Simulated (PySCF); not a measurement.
Job file and geometry (Å, from GFN2-xTB) of an NMR shielding run on `C=[C]([AlH][F])C1CC1`, C5H8AlF, GIAO PBE0/pcSseg-1 NMR shielding, non-relativistic, gas phase in PySCF 2.14.0, density-fitted response routines; density fitting, a coarse starting grid and PySCF grid level 2 are the driver's defaults:

```
$ OMP_NUM_THREADS=1 python probes_run.py task.json out

{"job": {"kind": "nmr", "xc": "PBE0", "basis": "pcSseg-1"}, "charge": 0, "multiplicity": 1}
C      1.046838     1.958910    -0.143751
C      0.550851     0.720555    -0.075633
Al     1.801680    -0.814063    -0.230294
F      3.413966    -0.537053    -0.440146
C     -0.888372     0.447587     0.111372
C     -1.434976    -0.779468    -0.564707
C     -1.245717    -0.773848     0.912622
H      2.107724     2.121662    -0.282079
H      0.436056     2.849276    -0.067278
H      1.443478    -2.301804    -0.175574
H     -1.536102     1.314569     0.190393
H     -2.435879    -0.751244    -0.966442
H     -0.733557    -1.357598    -1.156817
H     -2.113323    -0.741334     1.553370
H     -0.417083    -1.348159     1.313054
```

**Question.** What does the program print?

**Answer.** 
```
coarse grid: 13104 points
cycle   1  E = -537.0021665487  dE =  7.689e-01  |g| = 6.878e-01  |ddm| = 3.497e+00
cycle   2  E = -536.9016690242  dE =  1.005e-01  |g| = 1.076e+00  |ddm| = 1.264e+00
cycle   3  E = -537.0943667148  dE = -1.927e-01  |g| = 9.326e-02  |ddm| = 7.835e-01
cycle   4  E = -537.0960440935  dE = -1.677e-03  |g| = 3.513e-02  |ddm| = 1.039e-01
cycle   5  E = -537.0963233247  dE = -2.792e-04  |g| = 8.915e-03  |ddm| = 3.671e-02
cycle   6  E = -537.0963390536  dE = -1.573e-05  |g| = 4.198e-03  |ddm| = 1.180e-02
cycle   7  E = -537.0963435095  dE = -4.456e-06  |g| = 5.835e-04  |ddm| = 3.806e-03
final grid: 122512 points
cycle   8  E = -537.1438007310  dE = -3.706e-05  |g| = 7.328e-03  |ddm| = 3.205e-02
cycle   9  E = -537.1437958382  dE =  4.893e-06  |g| = 8.570e-03  |ddm| = 1.484e-02
cycle  10  E = -537.1438152298  dE = -1.939e-05  |g| = 8.129e-04  |ddm| = 8.160e-03
cycle  11  E = -537.1438153438  dE = -1.140e-07  |g| = 2.911e-04  |ddm| = 8.548e-04
cycle  12  E = -537.1438153617  dE = -1.793e-08  |g| = 8.083e-05  |ddm| = 2.812e-04
cycle  13  E = -537.1438153632  dE = -1.483e-09  |g| = 2.598e-05  |ddm| = 9.742e-05
cycle  14  E = -537.1438153633  dE = -1.384e-10  |g| = 4.713e-06  |ddm| = 2.152e-05
converged SCF energy = -537.1438153633

GIAO shielding tensors (ppm)
atom      isotropic    diamagn.    paramagn.     s11        s22        s33       span
  0 C       51.516     251.055    -199.539    -69.573     69.538    154.582    224.156
  1 C       17.424     257.039    -239.614    -85.804     -3.165    141.242    227.046
  2 Al     388.088     795.240    -407.151    323.340    357.859    483.066    159.726
  3 F      322.016     469.632    -147.616    194.192    376.818    395.039    200.847
  4 C      162.485     247.593     -85.108    125.951    142.308    219.196     93.245
  5 C      173.942     253.483     -79.541    138.500    176.439    206.886     68.386
  6 C      173.981     253.463     -79.482    138.652    176.442    206.849     68.196
  7 H       25.769      29.539      -3.770     22.669     24.075     30.564      7.895
  8 H       25.390      30.534      -5.144     21.537     24.973     29.661      8.124
  9 H       27.187      29.166      -1.979     22.280     27.084     32.197      9.918
 10 H       30.242      32.549      -2.307     24.260     27.904     38.563     14.303
 11 H       30.529      30.594      -0.065     24.894     26.507     40.185     15.290
 12 H       31.366      32.109      -0.743     25.384     29.379     39.336     13.953
 13 H       30.526      30.584      -0.057     24.892     26.500     40.187     15.295
 14 H       31.358      32.101      -0.743     25.377     29.368     39.330     13.954
```

Size and cost of the density-fitted run: 166 basis functions, 38 s wall time on 1 thread of an Arm Neoverse N1, shared host; peak memory 0.75 GiB.
